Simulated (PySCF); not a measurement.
PySCF 2.14 output of an unrestricted r2SCAN calculation on a single atom or ion in x2c-TZVPPall (11s7p7d4f2g, 113 functions), with the spin-free X2C one-electron Hamiltonian (Gaussian nucleus):

```
SCF conv_tol = 1e-09
number electrons alpha = 36  beta = 33
    J. W. Furness, A. D. Kaplan, J. Ning, J. P. Perdew, and J. Sun.,  J. Phys. Chem. Lett. 11, 8208-8215 (2020)
    J. W. Furness, A. D. Kaplan, J. Ning, J. P. Perdew, and J. Sun.,  J. Phys. Chem. Lett. 11, 9248-9248 (2020)
    J. W. Furness, A. D. Kaplan, J. Ning, J. P. Perdew, and J. Sun.,  J. Phys. Chem. Lett. 11, 8208-8215 (2020)
    J. W. Furness, A. D. Kaplan, J. Ning, J. P. Perdew, and J. Sun.,  J. Phys. Chem. Lett. 11, 9248-9248 (2020)
cycle= 1 E= -13567.171819262  delta_E= 0.0183  |g|= 0.87  |ddm|= 0.483
cycle= 2 E= -13566.8000583476  delta_E= 0.372  |g|=  2.3  |ddm|= 0.761
cycle= 3 E= -13567.2376023164  delta_E= -0.438  |g|= 0.0692  |ddm|= 0.562
cycle= 4 E= -13567.238108975  delta_E= -0.000507  |g|= 0.0126  |ddm|= 0.033
cycle= 5 E= -13567.2381264039  delta_E= -1.74e-05  |g|= 0.00072  |ddm|= 0.00914
cycle= 6 E= -13567.2381267353  delta_E= -3.31e-07  |g|= 0.000675  |ddm|= 0.00409
cycle= 7 E= -13567.2381268651  delta_E= -1.3e-07  |g|= 8.77e-05  |ddm|= 0.00145
cycle= 8 E= -13567.2381268706  delta_E= -5.48e-09  |g|= 9.1e-06  |ddm|= 0.000537
cycle= 9 E= -13567.2381268709  delta_E= -3.02e-10  |g|= 1.82e-06  |ddm|= 0.000174
converged SCF energy = -13567.2381268709  <S^2> = 3.7533536  2S+1 = 4.0016764
```

The run itself started from symmetry-adapted Hartree-Fock orbitals and held the occupation by maximum overlap, on a logarithmic radial grid, so the iterations belong to that start.

**Question.** Which element, charge and spin multiplicity is this?

**Answer.** Tm (thulium, neutral), multiplicity 4; the state was [Xe] 4f13 5d1 6s1, one real determinant (an excited configuration).

⟨L²⟩ = 18.07 against 30 for a pure H term, so this real determinant mixes terms. Spin-orbit coupling, absent here, splits the open shell strongly.
